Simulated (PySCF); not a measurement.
Ligands exchanged one at a time, B CH3-NH2. All species are isolated molecules in the gas phase. Strings in code marks are SMILES.

Level of theory: B3LYP-D3(BJ)/def2-TZVP run with PySCF. All candidates: neutral, multiplicity 1. B3LYP has the VWN-RPA correlation part, as in Gaussian. Delta-SCF ions had no search for a lower state. 

```json
{
 "HOMO": "-6.30 eV",
 "HOMO–LUMO gap": "6.81 eV",
 "vertical ionisation energy (Delta-SCF)": "8.79 eV"
}
```

Name which member has these values.
A) `CB(C)C`
B) `CB(C)N`
C) `NB(N)N`
D) `CB(N)N`

C, `NB(N)N`. The others give `CB(C)N`: -7.83 eV, 8.33 eV, 10.44 eV; `CB(C)C`: -8.30 eV, 7.94 eV, 10.63 eV; `CB(N)N`: -6.51 eV, 7.03 eV, 9.02 eV
